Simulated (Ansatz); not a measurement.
Born–Oppenheimer molecular dynamics of CH₅BFN (9 atoms, charge 0, multiplicity 1). It starts from a relaxed structure.

The calculation used RKS revPBE/6-31G* (Ansatz 0.2.0).

```
ensemble        : NVT, Langevin thermostat
time step       : 0.25 fs
steps asked     : 250
set temperature : 400 K
friction        : 0.02 /fs
seed            : 361807
```

First frame:

```xyz
9
Properties=species:S:1:pos:R:3
B -0.043 -0.161 -0.093
F -0.061 -0.592 1.203
C 1.353 0.068 -0.814
H 1.931 -0.875 -0.851
H 1.266 0.447 -1.847
H 1.975 0.783 -0.244
N -1.294 0.055 -0.720
H -2.181 -0.099 -0.245
H -1.386 0.374 -1.680
```

Q: How far do the bonds stretch over the last three quarters of this one trajectory? (Pairs bonded in most of those frames.)

A: 
```tsv
bond	mean (Å)	spread (Å)	shortest	longest
B1–F2	1.374	0.029	1.33	1.43
B1–C3	1.581	0.028	1.54	1.63
B1–N7	1.425	0.036	1.36	1.47
C3–H4	1.119	0.056	1.02	1.21
C3–H5	1.104	0.015	1.07	1.13
C3–H6	1.106	0.017	1.07	1.14
N7–H8	1.022	0.022	0.98	1.07
N7–H9	1.020	0.020	0.99	1.06
```

Mean temperature of the second half: 467 K. The mean temperature of the second half is 17 % above the set value. A run of 0.062 ps of so small a system gives no equilibrium averages.

The run took 8 min on 1 thread of Arm Neoverse V1, on a shared host, peak memory 0.12 GiB.
